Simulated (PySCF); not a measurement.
From one molecule to another.

First species: C2H10O2Si2.
Structure used (GFN2-xTB), in Å, numbered top down from 1:
```xyz
16
C2H10O2Si2 angstrom
C     -2.7415    0.6195    0.7277
O     -1.4694    0.1754    0.3747
Si    -0.8575   -1.3208    0.4823
O      0.6428   -1.2122   -0.0866
Si     1.8988   -0.3743   -0.6914
C      2.3402    1.0712    0.4536
H     -3.5174    0.0041    0.2659
H     -2.8755    0.5870    1.8120
H     -2.8480    1.6491    0.3832
H     -1.5772   -2.2558   -0.3797
H     -0.7661   -1.7703    1.8705
H      1.5243    0.1097   -2.0231
H      2.9540   -1.3874   -0.7451
H      3.1687    1.6531    0.0607
H      1.4918    1.7397    0.5760
H      2.6244    0.7208    1.4429
```

Second species: C₂H₁₀O₂Si₂.
SMILES: `[SiH3]COCO[SiH3]`

Levels: CAM-B3LYP/def2-SVPD for dipole moment, HOMO energy, LUMO energy, HOMO–LUMO gap, static isotropic polarisability and electronic spatial extent ⟨r²⟩ about the centre of nuclear charge; TDDFT CAM-B3LYP/def2-SVPD for lowest singlet excitation; TDA CAM-B3LYP/def2-SVPD for lowest triplet excitation (Tamm–Dancoff); GFN2-xTB for rotational constant A and rotational constant C. Geometries: GFN2-xTB. All species are isolated and taken at one optimised geometry, non-relativistic unless stated. Electronic properties by PySCF.

The conformers computed, where there is a choice (atom-mapped SMILES and torsion angles):
- `[CH3:1][O:2][SiH2:3][O:4][SiH2:5][CH3:6]`: C1–O2–Si3–O4 179°, O2–Si3–O4–Si5 3°, Si3–O4–Si5–C6 54°
- `[SiH3:1][CH2:2][O:3][CH2:4][O:5][SiH3:6]`: Si1–C2–O3–C4 175°, C2–O3–C4–O5 -67°, O3–C4–O5–Si6 178°

Values for the first species:

```
Dipole moment                                                     : 1.58 D
HOMO energy                                                       : -9.47 eV
LUMO energy                                                       : 1.12 eV
HOMO–LUMO gap                                                     : 10.59 eV
Lowest singlet excitation                                         : 7.37 eV
Lowest triplet excitation (Tamm–Dancoff)                          : 7.06 eV
Static isotropic polarisability                                   : 80.9 au
Electronic spatial extent ⟨r²⟩ about the centre of nuclear charge : 1222 bohr²
Rotational constant A                                             : 4.044 GHz
Rotational constant C                                             : 1.011 GHz
```

Task: Estimate the same properties for the second species, and the change in each.

Result: 
| property | first | second | second less first |
| --- | --- | --- | --- |
| dipole moment | 1.58 D | 1.61 D | +0.03 D |
| HOMO energy | -9.47 eV | -9.52 eV | -0.05 eV |
| LUMO energy | 1.12 eV | 0.92 eV | -0.20 eV |
| HOMO–LUMO gap | 10.59 eV | 10.44 eV | -0.15 eV |
| lowest singlet excitation | 7.37 eV | 7.17 eV | -0.20 eV |
| lowest triplet excitation (Tamm–Dancoff) | 7.06 eV | 6.86 eV | -0.20 eV |
| static isotropic polarisability | 80.9 au | 87.2 au | +6.3 au |
| electronic spatial extent ⟨r²⟩ about the centre of nuclear charge | 1222 bohr² | 1572 bohr² | +350 bohr² |
| rotational constant A | 4.044 GHz | 8.356 GHz | +4.312 GHz |
| rotational constant C | 1.011 GHz | 0.725 GHz | -0.286 GHz |

On the first: In wavenumbers S1 is 59400 cm⁻¹ (1 eV = 8065.54 cm⁻¹). The principal polarisabilities are 74.0, 81.0 and 87.7 au; their mean is the isotropic value.

On the second: The principal polarisabilities are 77.9, 79.9 and 103.9 au; their mean is the isotropic value. The 8 singlets span 7.17 to 8.42 eV, and their oscillator strengths add up to 0.18.
